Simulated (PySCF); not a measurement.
[AuCl4]- (charge -1 and singlet state).
Bonds: Au1–Cl2, Au1–Cl3, Au1–Cl4, Au1–Cl5.

Computed by this run: PySCF, PBE0-D3(BJ)/def2-SVP geometry optimisation, gas phase, def2 core potentials past Kr; density fitting, grid level 1; the optimiser is geomeTRIC in internal coordinates, started from a GFN2-xTB structure with every atom displaced at random (about 0.03 Å).

Step 0: E = -53756.8034 eV
```
atom  x, y, z in Å  |  force x, y, z in eV/Å
Au1     0.0614   -0.0769    0.0311   -1.160   2.023  -0.210
Cl2     2.2526   -0.0390   -0.0084    2.376  -0.101   0.039
Cl3    -0.0368    2.2611   -0.0210    0.335   0.058   0.091
Cl4    -2.1683    0.0335   -0.0176   -1.682  -0.204   0.049
Cl5    -0.0342   -2.2892   -0.0462    0.132  -1.776   0.031
```

Step 1: E = -53757.0953 eV
```
atom  x, y, z in Å  |  force x, y, z in eV/Å
Au1     0.0158   -0.0469    0.0162   -0.212   0.773  -0.184
Cl2     2.2994    0.0295   -0.0065    0.539  -0.245   0.038
Cl3     0.0993    2.2941   -0.0151   -0.206  -0.183   0.059
Cl4    -2.2881   -0.0535   -0.0154   -0.261   0.092   0.042
Cl5    -0.0515   -2.3337   -0.0413    0.139  -0.437   0.046
```

Q: Estimate the geometry and energy of step 2. (The exact step hangs on the optimiser's Hessian estimate; all steps are aligned on step 1, rigid shifts and turns removed.)

A: E = -53757.0651 eV, largest force 0.434 eV/Å
```
atom  x, y, z in Å  |  force x, y, z in eV/Å
Au1     0.0291   -0.0009    0.0044   -0.185  -0.133  -0.115
Cl2     2.3499   -0.1820   -0.0063   -0.018   0.433   0.025
Cl3    -0.0901    2.3292   -0.0102    0.348  -0.118   0.034
Cl4    -2.3014    0.0663   -0.0140    0.114  -0.177   0.023
Cl5     0.0873   -2.3231   -0.0359   -0.259  -0.005   0.033
```

The energy changes by +0.0301 eV. The first-order estimate −F·Δx gives -0.1764 eV and the mean of the old and new forces, exact on a quadratic surface, +0.0258 eV. The step makes an angle of 65° with the force vector and moves no atom by more than 0.217 Å. The energy falls at the start of this step and ends higher, so the step passed the lowest point of its straight line.

What follows is the cost of the whole optimisation. The run took 34 s wall on an Arm Neoverse V2 with one thread, shared host with 96 logical CPUs at a one-minute load of 24, and the process peaked at 0.40 GiB of memory.
